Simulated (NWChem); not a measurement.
# MgGeH$_{4}$Se; SMILES [GeH3][Mg][SeH]

```xyz
7

Mg    -0.0080     0.0824     0.0002
Se    -0.0290     2.5221     0.0000
H      1.4457     2.5254     0.0001
Ge    -0.0105    -2.4985     0.0000
H     -0.6412    -3.1060    -1.2763
H      1.4118    -3.1032     0.0908
H     -0.7981    -3.1055     1.1862
```
Atoms are numbered in this order, from 1.

Results from NWChem. Structure relaxed at the PBE0/def2-SVP level.

Taking Hartree-Fock/pcseg-2 as the yardstick, which of these has the fewest basis functions while keeping “dipole (D)” within 0.05 D of it: Hartree-Fock/pcseg-1; Hartree-Fock/STO-3G; Hartree-Fock/def2-SVP; Hartree-Fock/aug-pcseg-1?

Hartree-Fock/aug-pcseg-1.
```
level                     basis functions  dipole (D)
------------------------  ---------------  ----------
Hartree-Fock/STO-3G                    49        1.43
Hartree-Fock/pcseg-1                   84        1.07
Hartree-Fock/def2-SVP                 102        0.71
Hartree-Fock/aug-pcseg-1              122        0.92
Hartree-Fock/pcseg-2                  161        0.90
```

The yardstick is one finite set, not the basis-set limit.
